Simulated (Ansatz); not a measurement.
Compare A (`[SiH3]S[SiH]1CO1`) with its isomer B (`O=C[SiH]([SiH3])S`).

Calculated with Ansatz (gas phase, PBE0-D4/def2-TZVP geometries, no zero-point term in ΔE). CCSD(T)/CBS is the MP2 limit (def2-TZVPP, def2-QZVPP) plus CCSD(T) − MP2 in def2-TZVPP, frozen cores. Functionals use def2-TZVPP. B3LYP here is the variant with VWN-RPA as its local correlation; programs differ in this. Each species was taken in one conformer, which may not be the lowest.

A:

```xyz
11

Si    1.241    1.554   -1.383
S    -0.731    0.757   -1.092
Si   -0.280   -0.550    0.500
C    -1.514   -1.648    1.210
O    -1.112   -0.405    1.919
H     1.094    2.574   -2.448
H     1.748    2.177   -0.137
H     2.181    0.492   -1.818
H     1.178   -0.777    0.610
H    -2.550   -1.624    0.879
H    -1.255   -2.550    1.761
```

B:

```xyz
11

O    -0.350   -1.280   -2.264
C     0.021   -0.245   -1.773
Si    0.749   -0.163    0.016
Si   -0.675    1.107    1.377
S     0.879   -2.195    0.626
H    -0.067    0.699   -2.357
H     2.077    0.505   -0.088
H    -0.160    1.099    2.771
H    -0.736    2.512    0.889
H    -2.038    0.515    1.348
H     0.301   -2.554   -0.544
```

**Question.** Which isomer does CCSD(T)/CBS put lower? Give the gap. (An estimate is asked.)

**Answer.** The calculation gave: A, by 92.8 kJ/mol.

**Question.** Give E(B) − E(A) in kJ/mol with ωB97M-V, CCSD/def2-TZVPP, MP2/def2-TZVPP, B3LYP-D4, PBE0-D4, r2SCAN-D4, CCSD(T)/def2-TZVPP. (Best estimate.)

**Answer.** Computed: ωB97M-V 94.9, CCSD/def2-TZVPP 87.1, MP2/def2-TZVPP 106.5, B3LYP-D4 76.6, PBE0-D4 85.5, r2SCAN-D4 91.4, CCSD(T)/def2-TZVPP 86.4. None reverses the order clearly.

Largest T1 diagnostic: 0.015.

From PBE to PBE0 (25 % exact exchange), in def2-TZVPP and without D4, E(B) − E(A) moves by +11.4 kJ/mol. In def2-TZVPP, CCSD(T) changes the Hartree–Fock value by +8.6 kJ/mol (the triples alone add −0.7 kJ/mol) and MP2 by +28.7 kJ/mol.
